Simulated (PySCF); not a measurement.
Gas-phase reaction: SiI4 + 6 H2 + 3 Si ⇌ 4 SiH3I, at 1800 K and a standard pressure of 1 bar. Level: PBE0/def2-SVP†.

Method: PySCF energies plus ideal-gas RRHO corrections (1 bar). † marks an energy on the PBE0/def2-TZVP geometry and frequencies. Open shells (unrestricted): Si (multiplicity 3, electronic degeneracy 9); the rest are closed-shell singlets. Spin-orbit splitting is ignored; it lowers the true energy and changes the entropy of Si. I: scalar-relativistic def2 core potential, no spin-orbit coupling. The harmonic model lacks anharmonicity and excited electronic states, which grow with temperature; levels with a mode under 35 cm⁻¹ are left out. Soft modes under 120 cm⁻¹ make the harmonic entropy rough for SiI4.

```csv
species,E (Ha),H(1800 K) − E (kJ/mol),S°(1800 K) (J/mol/K)
SiI4,-1480.29642,195.0,605.2
H2,-1.16365,80.4,183.9
Si,-289.15196,37.4,206.1
SiH3I,-588.81482,208.8,415.1
```
E: electronic energy; H − E holds the zero-point and thermal terms. 1 Ha = 2625.5 kJ/mol.

Task: Work out ΔH°, ΔS°, ΔG° and log10 K from these numbers.

Result: 1. ΔE = 4×(-588.81482) − 1×(-1480.29642) − 6×(-1.16365) − 3×(-289.15196) = -0.52508 Ha = -1378.6 kJ.
2. Δ(H − E) = 4×(208.8) − 1×(195.0) − 6×(80.4) − 3×(37.4) = 45.6 kJ, so ΔH° = -1333.0 kJ.
3. ΔS° = 4×(415.1) − 1×(605.2) − 6×(183.9) − 3×(206.1) = -666.5 J/K; the number of gas molecules changes by -6.
4. ΔG° = ΔH° − TΔS° = -1333.0 − 1800×(-666.5)/1000 = -133.3 kJ.
5. log10 K = −ΔG°/(RT ln 10) = 3.87, with RT ln 10 = 34.46 kJ/mol; at standard pressures the products are favoured.
6. A shift of 10 kJ in ΔE would move log10 K by 0.29 here.
7. With ΔH° and ΔS° held fixed, ΔG° changes sign near ΔH°/ΔS° = 2000 K.
8. Lowering the total pressure from 1 bar to 0.01 bar multiplies the mole-fraction quotient K_x = K (p/p°)^(−Δn) by 10^-12, which pushes the balance towards the reactants.
For scale, ΔH°(298 K) is -1329 kJ at this level, -1304 kJ at ωB97M-V/def2-TZVP†, and runs from -1880 to -1120 kJ over the 17 levels computed.
